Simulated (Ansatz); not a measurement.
**Molecular dynamics, step by step**

CH2OTe (SMILES [C-]#[O+].[TeH2]), singlet, CAM-B3LYP-D4/def2-SVP (Ansatz 0.2.0). Settings (timestep in fs, temperature in K; T counts 9 degrees of freedom):

```yaml
hamiltonian: {xc: {name: CAM-B3LYP}, dispersion: d4}
md: {n_steps: 40, timestep: 0.75, temperature: 1500, ensemble: nve, seed: 435, initial_velocities: maxwell_boltzmann}
```

Start (the SMILES describes the start alone):

```
atom    x (Å)    y (Å)    z (Å)
  C1  -0.9028   0.3254  -1.7930
  O2  -1.6759  -0.4481  -2.0514
 Te3   0.5060  -0.4313   1.7888
  H4   0.4001   1.1801   1.4253
  H5   1.6726  -0.6261   0.6303
```

| step | time (fs) | potential energy less the start (meV) | kinetic energy (meV) | T (K) |
| --- | --- | --- | --- | --- |
| 0 | 0.00 | 0.0 | 581.7 | 1500 |
| 2 | 1.50 | 132.5 | 453.9 | 1171 |
| 4 | 3.00 | 360.4 | 229.7 | 592 |
| 6 | 4.50 | 467.9 | 123.0 | 317 |
| 8 | 6.00 | 399.2 | 190.7 | 492 |
| 10 | 7.50 | 218.5 | 369.1 | 952 |
| 12 | 9.00 | 66.2 | 517.9 | 1336 |
| 14 | 10.50 | 129.0 | 453.8 | 1170 |
| 16 | 12.00 | 391.3 | 200.1 | 516 |
| 18 | 13.50 | 381.0 | 210.6 | 543 |
| 20 | 15.00 | 96.8 | 485.0 | 1251 |
| 22 | 16.50 | 57.4 | 526.3 | 1357 |
| 24 | 18.00 | 249.0 | 339.4 | 875 |
| 26 | 19.50 | 421.4 | 168.9 | 435 |
| 28 | 21.00 | 456.1 | 134.1 | 346 |
| 30 | 22.50 | 354.4 | 234.8 | 605 |
| 32 | 24.00 | 182.3 | 404.6 | 1043 |
| 34 | 25.50 | 80.7 | 502.6 | 1296 |
| 36 | 27.00 | 216.1 | 368.3 | 950 |
| 38 | 28.50 | 438.3 | 155.1 | 400 |
| 40 | 30.00 | 307.5 | 280.1 | 722 |

Step 8, positions (Å) and forces (eV/Å):

```json
{"atom": "C1", "x": "-0.897", "y": "0.297", "z": "-1.768", "Fx": "0.603", "Fy": "0.578", "Fz": "0.195"}
{"atom": "O2", "x": "-1.687", "y": "-0.437", "z": "-2.070", "Fx": "-0.602", "Fy": "-0.568", "Fz": "-0.210"}
{"atom": "Te3", "x": "0.505", "y": "-0.433", "z": "1.788", "Fx": "0.881", "Fy": "2.513", "Fz": "-1.154"}
{"atom": "H4", "x": "0.502", "y": "1.437", "z": "1.482", "Fx": "-0.077", "Fy": "-2.469", "Fz": "0.467"}
{"atom": "H5", "x": "1.818", "y": "-0.522", "z": "0.662", "Fx": "-0.806", "Fy": "-0.054", "Fz": "0.702"}
```

Step 18, positions (Å) and forces (eV/Å):

```csv
atom,x,y,z,Fx,Fy,Fz
C1,-0.885,0.268,-1.736,-0.690,-0.554,-0.353
O2,-1.705,-0.428,-2.093,0.695,0.573,0.332
Te3,0.505,-0.429,1.785,-0.956,-4.064,0.730
H4,0.590,1.058,1.721,0.005,4.314,-0.039
H5,1.822,-0.438,0.872,0.947,-0.269,-0.670
```

Step 22, positions (Å) and forces (eV/Å):

| atom | x | y | z | Fx | Fy | Fz |
| --- | --- | --- | --- | --- | --- | --- |
| C1 | -0.893 | 0.246 | -1.730 | 1.783 | 1.505 | 0.733 |
| O2 | -1.703 | -0.416 | -2.098 | -1.780 | -1.480 | -0.768 |
| Te3 | 0.505 | -0.430 | 1.784 | 0.532 | 0.709 | -0.218 |
| H4 | 0.614 | 1.267 | 1.819 | -0.140 | -0.631 | 0.028 |
| H5 | 1.930 | -0.443 | 0.879 | -0.395 | -0.103 | 0.226 |

Last step (40):

C1  (-0.884, 0.189, -1.689)
O2  (-1.726, -0.394, -2.133)
Te3  (0.506, -0.425, 1.779)
H4  (0.614, 1.028, 2.169)
H5  (2.004, -0.478, 1.148)
(Å)

Hardware: 2 CPU threads of an Arm Neoverse V1, shared host. Wall time about 52 s.
